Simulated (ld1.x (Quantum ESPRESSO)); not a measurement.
## Configuration tests for terbium (TM)

| Property | Result |
| --- | --- |
| Element | terbium (Tb) |
| Generator | ld1.x (Quantum ESPRESSO) 7.5 |
| Type | norm-conserving Troullier–Martins (Kleinman–Bylander form) |
| Functional | LDA (PZ) |
| Relativity | fully relativistic |
| Frozen core | [Kr] 4d10 5s2 |
| Valence charge | 17 |
| Reference configuration | 4f9 5p6 5d0 6s2 6p0 |
| Partial waves | 6s (bound): rc 3.00 bohr; 5p (bound): rc 1.90 bohr; 5d (bound, empty): rc 0.60 bohr; 4f (bound): rc 0.80 bohr |
| Local potential | the f channel |
| Core correction | Bessel-smoothed model core inside 0.28 bohr |

Open shells are filled in proportion to 2j + 1 (rel_dist='average').

Energies are relative to the spin-unpolarised reference configuration 4f9 5p6 5d0 6s2 6p0; without spin polarisation the order of configurations can differ from experiment. Not all tests gave a result: 3 of 7 tests not solved or not reliable. Left out of the table: 4f7 5p6 5d0 6s0 6p0 (solver errors, printed error -1784 eV); 4f9 5p6 5d0 6s0 6p2 (solver errors, printed error -7.8 eV); 4f9 5p6 5d0 6s1 6p1 (solver errors, printed error -7.4 eV). The f channel is local and has no spin–orbit splitting in the pseudo-atom.

Problem. Give the all-electron excitation energy and the error of the potential for: 4f9 5p6 5d0 6s1 6p0; 4f9 5p6 5d0 6s0 6p0; 4f8 5p6 5d0 6s0 6p0; 4f9 5p6 5d0 6s1.5 6p0.

Solution.

| valence configuration | charge | ΔE all-electron (eV) | error AE − PS (meV) |
| --- | --- | --- | --- |
| 4f9 5p6 5d0 6s1 6p0 | +1 | 6.379 | -2.0 |
| 4f9 5p6 5d0 6s0 6p0 | +2 | 18.112 | -15 |
| 4f8 5p6 5d0 6s0 6p0 | +3 | 43.659 | +97 |
| 4f9 5p6 5d0 6s1.5 6p0 | +0.5 | 2.544 | -0.3 |

A Bessel basis up to 400 Ry misses an occupied level by 0.04 Ry, so cutoffs and ghosts were not judged. The potential misses its own reference levels by up to 0.5 eV. The 5d radius (0.60 bohr) lies inside the outermost node of the all-electron wave (0.78 bohr), which a nodeless pseudo-wave cannot match soundly.
